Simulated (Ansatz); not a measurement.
The same hydrolysis along the group V, Nb, Ta.

Isolated molecules relaxed with PBE0-D4/def2-TZVP in Ansatz; ΔE leaves out vibrations. CBS: MP2 limit from def2 TZ/QZ plus the TZ coupled-cluster correction, frozen cores. This one scheme is used for every species. Functionals use def2-TZVPP. Elements past krypton have def2 core potentials. For Nb, Ta, V outer-core shells are correlated without core-valence functions, which leaves a few kJ/mol of doubt a bond. Scalar relativity is left out up to krypton. Each species was taken in one conformer, which may not be the lowest.

```tsv
reaction	LDA (SPW92) (eV)	B97M-V (eV)	CCSD(T)/def2-SVP (eV)	r2SCAN-D4 (eV)	CCSD(T)/CBS(def2) (eV)
`[NH]=[V]([NH2])([NH2])[Cl]` + H₂O → `[NH]=[V]([NH2])([NH2])[OH]` + HCl	0.44	0.51	0.46	0.49	0.54
`[NH]=[Nb]([NH2])([NH2])[Cl]` + H₂O → `[NH]=[Nb]([NH2])([NH2])[OH]` + HCl	0.44	0.51	0.42	0.50	0.54
`[NH]=[Ta]([NH2])([NH2])[Cl]` + H₂O → `[NH]=[Ta]([NH2])([NH2])[OH]` + HCl	0.37	0.44	0.34	0.43	0.45
```

Largest T1 diagnostic: 0.031, for `[NH]=[V]([NH2])([NH2])[Cl]`, so its coupled-cluster energy is less sure.
